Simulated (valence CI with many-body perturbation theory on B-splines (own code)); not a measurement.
Results of a calculation; reference values are marked as such.
**Basis-set convergence for Bi62+**

Method: configuration interaction combined with many-body perturbation theory (CI+MBPT): three valence electrons over a frozen Dirac-Fock core [Ar], a basis of 7 s, 7 p, 8 d, 6 f, 4 g, 1 h functions for each j, with the one-electron correlation potential Σ1, the two-electron term Σ2, the three-electron term Σ3, Breit, model QED; selected CI, second order for the rest, scaled by the run's own slope (own B-spline code, finite nucleus).

The last digits are not significant, and no measured levels were compared; by estimate large intervals hold to a few tenths of a per cent, small ones and those within an open d or f shell to about a per cent. The list stops below the first excitations out of the core. Only levels of the ground parity were solved; by the run's estimate the other parity begins above the list, which can be wrong where configurations are misplaced.

The reference run has the lowest level (3d3/2^3) J=3/2 and an ionisation energy of 6805.61 eV. Its largest variational space holds 4662 state functions.

Levels are named by their leading jj configuration (3d3/2^4 stands for four electrons in 3d with j = 3/2), which in mixed levels can hold well under half, so a name can repeat and another be missing. Letters in brackets count levels of one name in rising energy.

Changed runs:
A. basis 6 s, 6 p, 5 d, 5 f, 1 g
B. basis 5 s, 5 p, 4 d, 4 f

Excitation energies of the reference run in cm⁻¹, and shifts in cm⁻¹:

| Level | Reference | A | B |
| --- | --- | --- | --- |
| (3d3/2^2 3d5/2) J=5/2 [a] | 947386 | -255 | -444 |
| (3d3/2^2 3d5/2) J=3/2 | 1004070 | -138 | -130 |
| (3d3/2^2 3d5/2) J=9/2 | 1034600 | +84 | +291 |
| (3d3/2^2 3d5/2) J=7/2 | 1041700 | +26 | +144 |
| (3d3/2^2 3d5/2) J=1/2 | 1054780 | +5.7 | +164 |
| (3d3/2^2 3d5/2) J=5/2 [b] | 1283620 | +303 | +698 |
| (3d3/2 3d5/2^2) J=7/2 | 1972640 | -243 | -384 |
| (3d3/2 3d5/2^2) J=9/2 | 2016570 | -113 | -89 |
| (3d3/2 3d5/2^2) J=3/2 | 2068500 | -94 | -106 |
| (3d3/2 3d5/2^2) J=1/2 | 2096120 | +47 | +263 |
| (3d3/2 3d5/2^2) J=11/2 | 2101470 | +143 | +497 |
| (3d3/2 3d5/2^2) J=5/2 | 2104450 | -49 | +31 |
| Ionisation energy (eV) | 6805.61 | -0.07 | -0.11 |
